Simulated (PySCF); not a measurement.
Species: MnO₄ (charge -1 and singlet state).
SMILES: `[O]=[Mn](=[O])(=[O])[O-]`

All values: PBE0/def2-SVPD (PySCF, non-relativistic), on one gas-phase PBE0-D3(BJ)/def2-SVP geometry that isn't relaxed in the solvent. The solvent is an IEF-PCM continuum (van der Waals radii × 1.2), and excitations are vertical TDDFT with non-equilibrium linear response and a frozen core. The model holds no explicit solvent molecules, cavitation or dispersion.

Gas-phase singlets (H = HOMO, L = LUMO):

```json
{"state": "S1", "E (eV)": "2.580", "λ (nm)": "480", "f": "0.000", "leading configuration": "H→L 83%"}
{"state": "S2", "E (eV)": "2.582", "λ (nm)": "480", "f": "0.000", "leading configuration": "H-1→L 62%"}
{"state": "S3", "E (eV)": "2.584", "λ (nm)": "480", "f": "0.000", "leading configuration": "H-2→L+1 97%"}
{"state": "S4", "E (eV)": "3.155", "λ (nm)": "393", "f": "0.010", "leading configuration": "H→L+1 57%"}
{"state": "S5", "E (eV)": "3.156", "λ (nm)": "393", "f": "0.010", "leading configuration": "H-1→L+1 41%"}
```

Question: How does the list change in chloroform (ε = 4.711)?

Answer: 
```
state  E (eV)  λ (nm)      f  leading configuration  change by rank (eV)
   S1   2.587     479  0.000                H→L 61%               +0.007
   S2   2.588     479  0.000            H-1→L+1 38%               +0.006
   S3   2.588     479  0.000            H-2→L+1 80%               +0.004
   S4   3.150     394  0.013              H→L+1 63%               -0.005
   S5   3.150     394  0.013            H-1→L+1 43%               -0.006
```

Question: What are the lowest 5 singlets in dimethylsulfoxide (ε = 46.83)?

Answer: 
```tsv
state	E (eV)	λ (nm)	f	leading configuration	change by rank (eV)
S1	2.590	479	0.000	H→L 75%	+0.010
S2	2.590	479	0.000	H-1→L+1 43%	+0.008
S3	2.591	479	0.000	H-2→L+1 72%	+0.007
S4	3.152	393	0.013	H→L+1 59%	-0.003
S5	3.152	393	0.013	H-1→L+1 34%	-0.004
```

Question: How do the frontier levels move from gas to dimethylsulfoxide?

Answer: 
| orbital | gas (eV) | solvent (eV) | change (eV) |
| --- | --- | --- | --- |
| LUMO+2 | 3.39 | -1.33 | -4.72 |
| LUMO+1 | 1.39 | -3.39 | -4.78 |
| LUMO | 1.39 | -3.39 | -4.78 |
| HOMO | -3.25 | -8.04 | -4.79 |
| HOMO-1 | -3.25 | -8.04 | -4.79 |
| HOMO-2 | -3.26 | -8.04 | -4.78 |
| HOMO-3 | -4.79 | -9.58 | -4.79 |

The HOMO–LUMO gap goes from 4.64 to 4.65 eV. Rows go by rank; for LUMO+2 the atom shares or the degeneracy differ between the runs, so the row needn't follow one orbital.

The run took about 25 s of CPU time (one thread, shared machine). This is the whole response run at PBE0/def2-SVPD in dimethylsulfoxide, SCF included.
